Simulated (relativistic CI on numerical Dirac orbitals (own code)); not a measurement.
## Sn³⁺: calculation against measurement

Method of calculation: Dirac-Coulomb-Breit CI, orbitals from a KLI potential per configuration, model QED, valence Slater integrals scaled by 0.85, P86 correlation energy added to each configuration (own radial code, finite nucleus).

Configurations in the expansion (outside the closed core [Kr]): 4d10 5s, 4d10 5p, 4d10 5d, 4d10 5f, 4d10 5g, 4d10 6s, 4d9 5s2, 4d10 6p, 4d10 4f, 4d10 6d, 4d10 7s, 4d9 5s 4f, 4d10 7p, 4d8 5s 5p2, 4d9 5s 5p, 4d9 5p2. Levels of other configurations are missing.

```csv
Configuration,Term (tabulated),J,Measured (cm⁻¹),Computed,Error,Purity (%)
4d10 5s,2S,1/2,0.0,0,0,100
4d10 5p,2P°,1/2,69563.9,67972,-1592,100
4d10 5p,2P°,3/2,76072.3,74021,-2052,100
4d10 5d,2D †,3/2,165304.7,160087,-5218,99
4d10 5d,2D †,5/2,165410.8,160692,-4719,99
4d9 5s2,2D,5/2,169233.6,172334,3100,96
4d10 6s,2S,1/2,174138.8,168423,-5715,100
4d10 6p,2P°,1/2,197850.9,191794,-6057,100
4d10 6p,2P°,3/2,200030.8,193825,-6206,100
4d10 4f,2F°,7/2,210257.7,208627,-1630,99
4d10 4f,2F°,5/2,210318.2,208744,-1574,99
4d10 6d,2D,3/2,234795.7,228416,-6380,100
4d10 6d,2D,5/2,235127.7,228716,-6412,100
4d10 7s,2S,1/2,237615.7,230983,-6632,100
4d10 5g,2G,9/2,258282.3,252911,-5372,100
4d10 5g,2G,7/2,258282.7,252911,-5371,100
```

Measured levels from Moore, Atomic Energy Levels, vol. III, NSRDS-NBS 35 (1971 reprint of NBS Circular 467, 1958); pairs were made by configuration, J and term (by order where the table uses no LS term), so strongly mixed levels may be paired wrongly. The analysis dates from before 1960.

Mean error by configuration (cm⁻¹): 4d10 5p -1822; 4d9 5s2 3100; 4d10 6s -5715; 4d10 6p -6132; 4d10 4f -1602; 4d10 6d -6396; 4d10 7s -6632; 4d10 5g -5372. Over the excited levels the mean absolute error is 4469 cm⁻¹ (15 of the 15 excited levels that our extract of the source holds in range could be paired), and the median relative error of those above 1,000 cm⁻¹ is 2.7 %. † marks terms whose computed intervals miss the measured ones by more than a factor of 2.5, or configurations far off the rest, from wrong mixing, a near crossing or a doubtful label or measurement; they are left out of the means.
